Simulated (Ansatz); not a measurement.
Computed with Ansatz on PBE0-D4/def2-TZVP structures; ΔE is electronic, products minus reactants. CBS: MP2 limit from def2 TZ/QZ plus the TZ coupled-cluster correction, frozen cores. Functionals use def2-TZVPP. B3LYP here is the variant with VWN-RPA as its local correlation; programs differ in this. def2 core potentials past Kr. For Br, Sb outer-core shells are correlated without core-valence functions, which leaves a few kJ/mol of doubt a bond. Scalar relativity is left out up to krypton. One conformer a species, not always the lowest.

`[SiH3]C[SiH2][SbH2]` + HBr → `[SiH3]C[SiH2]Br` + stibine  (cleavage of the Si–Sb bond)

`[SiH3]C[SiH2][SbH2]`:

Z-matrix (Å, degrees):
```
Si
C 1 1.872
H 1 1.489 2 109.6
H 1 1.488 2 111.4 3 119.9
H 1 1.487 2 110.4 3 -119.3
Si 2 1.877 1 113.9 3 63.9
H 2 1.095 1 108.6 3 -57.6
H 2 1.095 1 109.3 3 -174.3
Sb 6 2.579 2 110.4 1 -57.0
H 6 1.488 2 109.6 1 65.9
H 6 1.490 2 110.4 1 -175.1
H 9 1.709 6 90.2 2 175.8
H 9 1.708 6 91.8 2 84.2
```

HBr:

Z-matrix (Å, degrees):
```
Br
H 1 1.420
```

`[SiH3]C[SiH2]Br`:

```xyz
11

Si   -0.833    1.301   -0.599
C     0.238    0.338    0.605
Si    0.571   -1.415    0.090
Br    1.853   -2.437    1.600
H    -2.154    0.636   -0.754
H    -1.050    2.687   -0.109
H    -0.176    1.361   -1.932
H     1.194    0.857    0.723
H    -0.250    0.329    1.585
H    -0.688   -2.192   -0.009
H     1.296   -1.465   -1.201
```

`[SbH3]`:

```xyz
4

Sb    0.434   -0.423   -0.390
H    -0.594    0.769   -1.051
H     0.974    0.654    0.819
H    -0.815   -0.999    0.622
```

Question: Is it downhill or uphill in electronic energy at CCSD(T)/CBS, and by how much? (Best estimate.)

Answer: Ansatz gave: Downhill: ΔE = -61.4 kJ/mol.

Question: What do these levels give: PBE0-D4, B3LYP-D4, ωB97X-V, B2PLYP, PBE0, B3LYP, MP2/def2-TZVPP, SCS-MP2/def2-TZVPP, CCSD/def2-TZVPP, SCS-MP2/def2-QZVPP, MP2/CBS(def2), CCSD/CBS(def2)? (An estimate is asked.)

Answer: The calculation gave: PBE0-D4 -58.5, B3LYP-D4 -61.8, ωB97X-V -67.4, B2PLYP -69.3, PBE0 -64.0, B3LYP -71.3, MP2/def2-TZVPP -63.5, SCS-MP2/def2-TZVPP -67.8, CCSD/def2-TZVPP -66.8, SCS-MP2/def2-QZVPP -66.5, MP2/CBS(def2) -61.2, CCSD/CBS(def2) -64.5 kJ/mol.

Largest T1 diagnostic among the species: 0.014.

From PBE to PBE0 (25 % exact exchange), in def2-TZVPP and without D4, ΔE moves by −3.5 kJ/mol. The D4 term adds +9.5 kJ/mol with B3LYP and +5.5 kJ/mol with PBE0; it sums over pairs of atoms, weighted by their polarisabilities, and B3LYP, whose exchange is more repulsive, gets the larger term. In def2-TZVPP, CCSD(T) changes the Hartree–Fock value by +22.7 kJ/mol (the triples alone add +3.1 kJ/mol) and MP2 by +22.9 kJ/mol.
